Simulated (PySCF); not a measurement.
## Core-level binding energies of `C[C@@H]1CCC[Se]1`

C5H10Se.
Cartesian coordinates in Å at the PBE0-D3(BJ)/def2-SVP level; atoms count from 1:
```
atom  x, y, z in Å
C1     2.177    0.110   -0.225
C2     0.777    0.206    0.346
C3    -0.167   -0.902   -0.105
C4    -1.600   -0.463    0.159
C5    -1.798    0.897   -0.499
Se6   -0.131    1.888   -0.185
H7     2.156    0.142   -1.325
H8     2.652   -0.835    0.086
H9     2.819    0.933    0.124
H10    0.825    0.220    1.447
H11    0.076   -1.846    0.412
H12   -0.026   -1.078   -1.186
H13   -2.330   -1.194   -0.223
H14   -1.764   -0.376    1.246
H15   -2.641    1.459   -0.074
H16   -1.952    0.802   -1.584
```

Computed, not measured: PySCF, delta-SCF UKS SCAN, pcX-2 on the ionised atom, pcseg-1 elsewhere, spin-free X2C. These are vertical core ionisation energies against the vacuum level, from separate self-consistent calculations with and without the core hole.

Q: What binding energy does each computed site have?

A: 
| atom(s) | bonded to | level | binding energy (eV) | above the level's lowest (eV) | count |
| --- | --- | --- | --- | --- | --- |
| C4 | 2 C and 2 H | C 1s | 290.77 | +0.18 | 1 |
| C2 | 2 C, Se and H | C 1s | 290.76 | +0.17 | 1 |
| C5 | C, Se and 2 H | C 1s | 290.72 | +0.13 | 1 |
| C3 | 2 C and 2 H | C 1s | 290.67 | +0.08 | 1 |
| C1 | C and 3 H | C 1s | 290.59 | 0.00 | 1 |

The 5 C 1s values lie within 0.18 eV of each other; Gaussian lines of 0.5 eV full width would blend them into one maximum.

Q: Express the binding energy of C 1s of C2 in atomic units and per mole.

A: 290.76 eV = 10.6852 Eh = 28054 kJ/mol.

Q: Which photon energy gives electrons from C 1s of C2 a kinetic energy of 50 eV, and what is their de Broglie wavelength?

A: hν = 290.76 + 50 = 340.76 eV, recoil neglected; λ = 12.264 Å/√(E/eV) = 1.73 Å.

No level of selenium is listed. Isolated species at its PBE0-D3(BJ)/def2-SVP geometry (one conformer only).

Hardware: one thread, Arm Neoverse V1, no GPU (shared host). Cost: 75 s.
